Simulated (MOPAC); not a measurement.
Isomers of CH3NO. Isolated molecules, 0 K electronic values unless said otherwise. One relaxed conformer stands for each flexible species; it need not be the lowest. Strings in code marks are SMILES.

Quantity: electronic energy of isomers of CH3NO relative to `NC=O`, in kJ/mol. Semi-empirical values (MOPAC) are differences of heats of formation.

Case: `[H]/N=C\O` (N–C–O–H torsion 0°). Geometry of `N(=C/O)/[H]` (neutral, multiplicity 1, Å):

```xyz
6

N     -1.1628    -0.1556    -0.0047
C     -0.0966     0.5090     0.0294
O      1.1832     0.0883     0.0009
H     -1.0041    -1.1622    -0.0627
H     -0.1250     1.5954     0.0914
H      1.2053    -0.8749    -0.0542
```

What electronic energy of isomers of CH3NO relative to `NC=O` does AM1 // PBE0-D3(BJ)/def2-TZVP (MOPAC) give?

49.2 kJ/mol.
